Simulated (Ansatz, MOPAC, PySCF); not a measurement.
Acid–base and redox partners of C=N. All species are isolated molecules in the gas phase. Strings in code marks are SMILES.

Quantity: electronic energy of isomers of CH2N, doublet states, relative to `C=[N]`, in kJ/mol. HF references are unrestricted for open shells and restricted for singlets. Semi-empirical values (MOPAC) are differences of heats of formation.

Level 1: frozen-core MP2/cc-pVTZ // PBE0-D3(BJ)/def2-TZVP (Ansatz, a first-principles code)
Level 2: PBE/6-31G* // PBE0-D3(BJ)/def2-TZVP (PySCF)
Level 3: SVWN5/6-31G* // PBE0-D3(BJ)/def2-TZVP (PySCF)
Level 4: PM7 // PBE0-D3(BJ)/def2-TZVP (MOPAC)

```json
[
 {"species": "`[H]/[C]=N\\[H]`", "level 2": "58.6", "level 3": "44.7", "level 4": "26.72"}
]
```

Task: What does level 1 give for each?

Result: 
- `[H]/[C]=N\[H]`: 29.87
